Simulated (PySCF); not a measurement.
Bonds (- single, = double, # triple, : aromatic): C1-C2, C2=C3, C3-Si4, Si4-C5, C5-C6, C6=O7, C6-O8, C5-C9, C9-F10, C9-C3. C1 carries H11, H12, H13; C2 carries H14; Si4 carries H15, H16; C5 carries H17; O8 carries H18; C9 carries H19. Stereochemistry as in C/C=C1/[SiH2][C@@H](C(=O)O)[C@@H]1F. H15 is cis to C6 on the ring; H16 is trans to C6 on the ring.

In vacuum, single conformer, non-relativistic Hamiltonian, averaged over atoms made equivalent by symmetry, fast rotation or ring inversion. σ from GIAO-PBE0/pcSseg-1; geometry from GFN2-xTB; PySCF.

δ = σ(ref) − σ, references computed at the same level: TMS for ¹³C and ¹H and ²⁹Si; ¹⁷O against H2O; ¹⁹F against CFCl3.

```
      atoms  nucleus  count  δ (ppm)
        H19       ¹H      1        ?
         C3      ¹³C      1    141.1
        Si4     ²⁹Si      1    -44.5
H11/H12/H13       ¹H      3     2.11
        H14       ¹H      1     6.55
        H15       ¹H      1        ?
        H18       ¹H      1        ?
         C5      ¹³C      1     37.4
         C2      ¹³C      1    160.1
         C1      ¹³C      1        ?
         C9      ¹³C      1     94.3
         C6      ¹³C      1    179.9
        F10      ¹⁹F      1   -176.7
         O7      ¹⁷O      1    418.4
        H16       ¹H      1     5.14
         O8      ¹⁷O      1        ?
        H17       ¹H      1     3.13
```

**Question.** Estimate the values marked ?.

**Answer.** 
- C1: 21.5 ppm, allylic methyl carbon; aliphatic region, no heteroatom directly attached
- H19: 6.36 ppm, hydrogen on an allylic sp3 CH bonded to F; its carbon carries F, hence the downfield position
- H18: 5.94 ppm, hydrogen on an acid hydroxyl oxygen; labile proton, position sensitive to the medium
- H15: 4.66 ppm, hydrogen on a silicon bonded to 2 C, in a 4-membered ring
- O8: 207.5 ppm, acid hydroxyl oxygen

Exchangeable OH/NH protons stand at their gas-phase positions; hydrogen bonding in a real sample shifts them, mostly to higher δ. Shifts are as computed. Against solution values, carbons near 30 ppm lie about +3 ppm off and those near 130 ppm about +5 ppm. Of 1309 compounds with measured shifts, 239 miss one by over three times the rms of a fit or turn the order of signals round; such compounds aren't used in these exercises. In solution the two oxygens of a carboxylic acid exchange roles by proton transfer and give one 17O line. Hydrogen bonding in solution shields acid and N–H amide carbonyl oxygens by tens of ppm. The C=O carbon of an acid or of an amide with N–H lies up to 10 ppm further downfield in solution, through hydrogen bonding that the calculation lacks. Unscaled 19F shifts against computed CFCl3 carry errors that often reach 10 to 50 ppm. Unscaled 17O shifts of doubly bonded oxygen tend to come out too high, by tens of ppm or more. Experimental scales use liquid or dissolved standards, which lie at an offset from isolated H2O (liquid H2O: subtract about 36 ppm).
